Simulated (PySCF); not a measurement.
# As²⁺ (arsenic, charge +2) across methods

[Ar] 3d10 4s1 4p2, high-spin 4P determinant (an excited configuration). Calculation: PySCF 2.14, in def2-TZVPPD (7s5p5d1f, 54 functions); the non-relativistic Hamiltonian (point nucleus). The B2PLYP total includes its PT2 part (frozen core); its orbital energies are those of the SCF part.

```tsv
method	E (hartree)	mean ε 3d β (eV)	mean ε 4s α (eV)	mean ε 4p α (eV)	Σ⟨r²⟩ (bohr²)	⟨S²⟩
TPSSh	-2234.428	-65.745	-35.775	-25.104	23.46	3.751
r2SCAN	-2234.469	-64.877	-35.598	-24.917	23.37	3.751
BLYP	-2234.517	-63.994	-34.614	-24.168	23.51	3.750
LDA	-2231.155	-64.429	-35.038	-24.514	23.47	3.751
PBE	-2234.130	-64.098	-34.871	-24.482	23.52	3.751
B2PLYP	-2234.078	-72.737	-38.569	-27.010	23.53	3.751
UHF	-2232.96618	-80.002	-41.878	-29.427	23.65	3.751
PBE0	-2234.208	-68.376	-36.792	-25.859	23.48	3.751
MN15	-2234.807	-69.405	-37.135	-26.520	23.42	3.751
```
